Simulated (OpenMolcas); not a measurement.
## V3+: ligand-field states by method

V3+ with its 6 nearest fluoride ions at 2.03 Å, on the Y site of Cs2NaYF6 (a = 9.075 Å, distance in the model lattice 2.178 Å). The rest of the host is ab initio model potentials to 7.6 Å, with orthogonalisation functions on the cations behind the ligands, and point charges beyond; the distance is set by hand and nothing relaxes. Ligand basis ANO-RCC-VDZP.

| Property | Result |
| --- | --- |
| Program | OpenMolcas |
| Basis | ANO-RCC-VTZP [6s5p3d2f1g] |
| Scalar Hamiltonian | DKH2, point nucleus |
| Active space | 2 electrons in 5 orbitals (3d) |
| State averaging | 2S+1 = 3 even, 10 roots; 2S+1 = 1 even, 15 roots |
| Spin-orbit coupling | RASSI with atomic mean-field integrals over the reference wave functions |

I. CASSCF
II. SS-CASPT2, IPEA 0.25 Eh, imaginary shift 0.1 Eh (closed shells correlated: 3s 3p and the ligand valence shells)
III. SS-CASPT2, IPEA 0.25 Eh, sigma2 regulariser 0.3 Eh (closed shells correlated: 3s 3p and the ligand valence shells)

Spin-free states (labels of O, the rotations of Oh) in cm-1, each column counted from its own energy of the first state listed:

```csv
State,Degeneracy,I,II,III
3T1,3,0,0,0
3T2,3,10904,12720,12720
1T2,3,14076,10610,10610
1E,2,14495,11290,11290
3A2,1,23240,26590,26590
3T1,3,24571,23140,23140
1T2,3,27282,25320,25320
1A1,1,27704,22580,22580
1T1,3,30276,28460,28460
1E,2,39421,39100,39100
1A1,1,61491,54940,54940
```

From I to II, I's first state of the same spin (3T2) moves from 10904 to 12720 cm-1, by about +1800 cm-1.

From I to II, I's first state of another spin (1T2) moves from 14076 to 10610 cm-1, by about -3500 cm-1.

I: A least-squares ligand-field fit to the states below 45000 cm-1, each weighted by its degeneracy and with a free common offset, gives 10Dq = 12389 cm-1, B = 1002 cm-1 and C = 3709 cm-1 (C/B = 3.70), with an rms deviation of 73 cm-1. The same method and metal basis give the free ion B = 1080 cm-1 (fit to its terms below 60000 cm-1, rms deviation 55 cm-1), so the nephelauxetic ratio is β = 1002 / 1080 = 0.93; it hangs on how both fits weigh the states, and computed free-ion B values tend to be too large, so β mixes covalency with correlation.

II: A least-squares ligand-field fit to the states below 45000 cm-1, each weighted by its degeneracy and with a free common offset, gives 10Dq = 14159 cm-1, B = 797 cm-1 and C = 2865 cm-1 (C/B = 3.60), with an rms deviation of 230 cm-1. The same method and metal basis give the free ion B = 978 cm-1 (fit to its terms below 60000 cm-1, rms deviation 640 cm-1), so the nephelauxetic ratio is β = 797 / 978 = 0.81; it hangs on how both fits weigh the states, and computed free-ion B values tend to be too large, so β mixes covalency with correlation.

III: A least-squares ligand-field fit to the states below 45000 cm-1, each weighted by its degeneracy and with a free common offset, gives 10Dq = 14159 cm-1, B = 797 cm-1 and C = 2865 cm-1 (C/B = 3.60), with an rms deviation of 230 cm-1. The same method and metal basis give the free ion B = 978 cm-1 (fit to its terms below 60000 cm-1, rms deviation 640 cm-1), so the nephelauxetic ratio is β = 797 / 978 = 0.81; it hangs on how both fits weigh the states, and computed free-ion B values tend to be too large, so β mixes covalency with correlation.

From I to II, 10Dq changes by +14 %, B by -21 % and C by -23 %.

χT at 300 K: I 0.89, II 0.89, III 0.89 cm3 K/mol.

Roots that are degenerate in the reference are averaged as groups; the widest CASPT2 spread within a group is 56 cm-1 (the 3-fold group of multiplicity 3 near 0 cm-1 above the lowest state of its run, II). Shifts and gaps below about the spread of the groups concerned are not significant. Over all roots computed the reference weight is 0.72 to 0.73 in II, 0.72 to 0.73 in III; a low but even weight reflects the number of correlated electrons. An orbital triplet at a regular site is open to Jahn-Teller coupling, which can distort the site and quench the lowest spin-orbit gaps and is left out. Ligand-to-metal charge-transfer states are missing. With no ligand orbital active B as a rule stays too high, so bands that hang on it stand too high and its fall with covalency is understated. Without dynamic correlation the repulsion within the d shell is too large (B by tens of per cent), so at a given field states of lower spin stand too high (holds for I). With metal d orbitals alone and no dynamic correlation 10Dq can be off by a tenth to a fifth, either way, in oxide and fluoride hosts (holds for I). With one d shell and no ligand orbital active, 10Dq can be off by a tenth or more (holds for II; III). No measured value stands beside these numbers; the geometry was set by hand and not optimised.
